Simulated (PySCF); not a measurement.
## Interval between two levels of V²⁺ by level of theory

V²⁺ [Ar] 3d3 [4F9/2, M_J = 9/2] → V²⁺ [Ar] 3d2 4s1 [4F9/2, M_J = 9/2], as a difference of total energies. Computed with PySCF 2.14 in x2c-TZVPall-2c with one added diffuse shell each of s, p, d type (7s8p5d1f, 63 functions), with the two-component X2C-1e Hamiltonian. Correlated levels: [Ne] frozen; the 6 highest virtual spinors dropped. "Screened" scales the spin-orbit matrix elements by Boettger's factors to mimic the two-electron term; Breit and QED terms are absent.

```tsv
method	interval between two levels (cm⁻¹)
GHF (spin-free)	41843
GMP2 (spin-free)	42565
GHF (screened spin-orbit)	41889
GMP2 (screened spin-orbit)	42608
```

The labels give the starting determinants; with spin-orbit coupling the two ends relaxed to ⟨J²⟩ = 24.75, ⟨L²⟩ = 12.01, ⟨S²⟩ = 3.75 and ⟨J²⟩ = 24.75, ⟨L²⟩ = 12.01, ⟨S²⟩ = 3.75.
